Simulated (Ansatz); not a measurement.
The cluster Ti4Al⁺. The state is a singlet with charge 1. Geometry B3LYP-D4/def2-SVP; atoms count from 1.

Cartesian coordinates in Å:
```
Ti -0.943 1.137 0.273
Ti -0.498 0.275 1.847
Ti 1.488 -0.168 -0.106
Ti 0.759 0.189 -1.766
Al -0.806 -1.432 -0.247
```

The restricted singlet is unstable towards broken spin symmetry in Hartree–Fock (as tested in another run); at PBE0-D4/def2-TZVP this wasn't settled. No other spin state of charge 1 was run. Another isomer (singlet) lies 0.28 eV lower at PBE0-D4/def2-TZVP; other spin states weren't run for this one.

Q: Estimate the Mulliken populations from the PBE0/def2-TZVP orbitals of Ansatz.

A: 
```tsv
atom	charge (e)	d electrons
Ti1	0.14	2.90
Ti2	0.36	2.94
Ti3	0.14	2.90
Ti4	0.36	2.94
Al5	-0.01	–
```
Mulliken values and Mayer orders depend strongly on the basis.

Q: And the Mayer bond orders between bonded heavy atoms (over 0.3)?

A: Ti1–Ti2 2.55 (1.85 Å); Ti1–Ti3 0.81 (2.78 Å); Ti1–Ti4 0.76 (2.82 Å); Ti1–Al5 0.69 (2.63 Å); Ti2–Ti3 0.76 (2.82 Å); Ti2–Al5 0.69 (2.72 Å); Ti3–Ti4 2.55 (1.85 Å); Ti3–Al5 0.69 (2.62 Å); Ti4–Al5 0.69 (2.72 Å).
